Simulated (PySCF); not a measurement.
CH3F3OSn. Atoms are numbered in the order given.

```xyz
9

C     -0.0175    -2.6699     0.0000
O     -0.8276    -1.5098     0.0000
Sn    -0.0204     0.2594     0.0000
F      1.0928     0.5462     1.5300
F     -1.3853     1.5896     0.0000
F      1.0928     0.5462    -1.5300
H     -0.6984    -3.5344     0.0000
H      0.6215    -2.7384     0.8975
H      0.6215    -2.7384    -0.8975
```

The structure is a stationary point at PBE0-D3(BJ)/def2-SVP. The structure was generated by enumeration; whether it is a known compound was not checked. The def2 effective core potentials stand for the cores of Sn; spin–orbit coupling is left out. Other conformers were not sampled.

All values below come from IEF-PCM-ωB97X/def2-SVP run with PySCF.

The values are the electrostatic part of the solvation free energy, E(continuum) − E(gas) at the gas-phase geometry, in a cavity of scaled van der Waals radii (PySCF's table); cavitation and dispersion terms are not included. A continuum can't describe solvent molecules that bind to the metal. In vacuum the orbital gap is 10.72 eV. The dipole moment in vacuum is 2.73 D.

Problem. Estimate the values in water (ε = 78.36), toluene (ε = 2.37), benzene (ε = 2.27). (The exact figures need the calculation; the answer reports its results.)

Solution. 
```json
[
 {"solvent": "water", "ε": "78.36", "ΔG(elec) (kcal/mol)": "-6.1", "dipole (D)": "3.16", "gap (eV)": "10.48"},
 {"solvent": "toluene", "ε": "2.37", "ΔG(elec) (kcal/mol)": "-2.9", "dipole (D)": "2.95", "gap (eV)": "10.60"},
 {"solvent": "benzene", "ε": "2.27", "ΔG(elec) (kcal/mol)": "-2.8", "dipole (D)": "2.94", "gap (eV)": "10.60"}
]
```
